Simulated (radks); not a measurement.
Re4+, configuration [Xe] 4f14 5d2.75 6d0.25 (fractional occupations, a model configuration).

Method: Dirac Kohn-Sham, LDA (Slater exchange, Perdew-Wang correlation), spin-unpolarised, spherical densities, finite nucleus; open shells are shared between the two j in proportion to 2j + 1; Fermi nuclear charge, rms radius 5.3698 fm; computed with a radial shooting solver on a logarithmic mesh with Libxc functionals.

Energy parts (hartree):
total: -16701.6286
kinetic: 18872.6479
electron-nucleus: -41661.1638
Hartree: 6408.5383
exchange-correlation: -321.6509

Orbitals (lengths in bohr, moments of r in powers of bohr; <r^-3> diverges for s and p1/2):
[
 {"orbital": "1s1/2", "occ.": "2", "eigenvalue (hartree)": "-2628.306", "<r^-3>": "-", "<1/r>": "88.64", "<r^2>": "0.0004487", "<r^4>": "5.475e-07", "small-component weight": "8.01e-02"},
 {"orbital": "2s1/2", "occ.": "2", "eigenvalue (hartree)": "-456.8911", "<r^-3>": "-", "<1/r>": "21.62", "<r^2>": "0.006827", "<r^4>": "0.00008144", "small-component weight": "1.82e-02"},
 {"orbital": "2p1/2", "occ.": "2", "eigenvalue (hartree)": "-437.5073", "<r^-3>": "-", "<1/r>": "21.59", "<r^2>": "0.004863", "<r^4>": "0.00004886", "small-component weight": "1.83e-02"},
 {"orbital": "2p3/2", "occ.": "4", "eigenvalue (hartree)": "-384.6602", "<r^-3>": "17090", "<1/r>": "18.04", "<r^2>": "0.006060", "<r^4>": "0.00007201", "small-component weight": "1.65e-02"},
 {"orbital": "3s1/2", "occ.": "2", "eigenvalue (hartree)": "-107.0781", "<r^-3>": "-", "<1/r>": "7.934", "<r^2>": "0.04456", "<r^4>": "0.003002", "small-component weight": "6.00e-03"},
 {"orbital": "3p1/2", "occ.": "2", "eigenvalue (hartree)": "-98.37967", "<r^-3>": "-", "<1/r>": "7.855", "<r^2>": "0.04080", "<r^4>": "0.002640", "small-component weight": "5.95e-03"},
 {"orbital": "3p3/2", "occ.": "4", "eigenvalue (hartree)": "-86.90585", "<r^-3>": "3886", "<1/r>": "6.932", "<r^2>": "0.04736", "<r^4>": "0.003517", "small-component weight": "5.43e-03"},
 {"orbital": "3d3/2", "occ.": "4", "eigenvalue (hartree)": "-72.20117", "<r^-3>": "674.0", "<1/r>": "6.829", "<r^2>": "0.03661", "<r^4>": "0.002375", "small-component weight": "5.32e-03"},
 {"orbital": "3d5/2", "occ.": "6", "eigenvalue (hartree)": "-69.70803", "<r^-3>": "570.4", "<1/r>": "6.613", "<r^2>": "0.03841", "<r^4>": "0.002591", "small-component weight": "5.17e-03"},
 {"orbital": "4s1/2", "occ.": "2", "eigenvalue (hartree)": "-23.68064", "<r^-3>": "-", "<1/r>": "3.343", "<r^2>": "0.2196", "<r^4>": "0.07005", "small-component weight": "1.99e-03"},
 {"orbital": "4p1/2", "occ.": "2", "eigenvalue (hartree)": "-20.04786", "<r^-3>": "-", "<1/r>": "3.234", "<r^2>": "0.2258", "<r^4>": "0.07608", "small-component weight": "1.91e-03"},
 {"orbital": "4p3/2", "occ.": "4", "eigenvalue (hartree)": "-17.36218", "<r^-3>": "909.7", "<1/r>": "2.911", "<r^2>": "0.2609", "<r^4>": "0.1015", "small-component weight": "1.70e-03"},
 {"orbital": "4d3/2", "occ.": "4", "eigenvalue (hartree)": "-11.37547", "<r^-3>": "138.9", "<1/r>": "2.700", "<r^2>": "0.2824", "<r^4>": "0.1285", "small-component weight": "1.50e-03"},
 {"orbital": "4d5/2", "occ.": "6", "eigenvalue (hartree)": "-10.87909", "<r^-3>": "115.0", "<1/r>": "2.623", "<r^2>": "0.2955", "<r^4>": "0.1406", "small-component weight": "1.45e-03"},
 {"orbital": "5s1/2", "occ.": "2", "eigenvalue (hartree)": "-4.82906", "<r^-3>": "-", "<1/r>": "1.319", "<r^2>": "1.184", "<r^4>": "2.038", "small-component weight": "4.67e-04"},
 {"orbital": "5p1/2", "occ.": "2", "eigenvalue (hartree)": "-3.71087", "<r^-3>": "-", "<1/r>": "1.197", "<r^2>": "1.409", "<r^4>": "2.967", "small-component weight": "3.94e-04"},
 {"orbital": "4f5/2", "occ.": "6", "eigenvalue (hartree)": "-3.33118", "<r^-3>": "21.67", "<1/r>": "2.185", "<r^2>": "0.4077", "<r^4>": "0.3696", "small-component weight": "1.06e-03"},
 {"orbital": "5p3/2", "occ.": "4", "eigenvalue (hartree)": "-3.28639", "<r^-3>": "142.3", "<1/r>": "1.088", "<r^2>": "1.650", "<r^4>": "4.063", "small-component weight": "3.41e-04"},
 {"orbital": "4f7/2", "occ.": "8", "eigenvalue (hartree)": "-3.23840", "<r^-3>": "20.64", "<1/r>": "2.154", "<r^2>": "0.4202", "<r^4>": "0.3940", "small-component weight": "1.03e-03"},
 {"orbital": "5d3/2", "occ.": "1.1", "eigenvalue (hartree)": "-1.77745", "<r^-3>": "13.36", "<1/r>": "0.8232", "<r^2>": "2.801", "<r^4>": "12.58", "small-component weight": "2.01e-04"},
 {"orbital": "5d5/2", "occ.": "1.65", "eigenvalue (hartree)": "-1.73063", "<r^-3>": "10.96", "<1/r>": "0.8016", "<r^2>": "2.935", "<r^4>": "13.78", "small-component weight": "1.92e-04"},
 {"orbital": "6d3/2", "occ.": "0.1", "eigenvalue (hartree)": "-0.75767", "<r^-3>": "2.824", "<1/r>": "0.3465", "<r^2>": "15.83", "<r^4>": "352.2", "small-component weight": "5.11e-05"},
 {"orbital": "6d5/2", "occ.": "0.15", "eigenvalue (hartree)": "-0.74762", "<r^-3>": "2.383", "<1/r>": "0.3418", "<r^2>": "16.28", "<r^4>": "371.7", "small-component weight": "5.01e-05"}
]

The highest occupied level is 6d5/2 at -20.344 eV. The electron density at the nucleus is 1.54e+06 e/bohr^3. The density falls to 0.001 e/bohr^3 at r = 3.43 bohr.
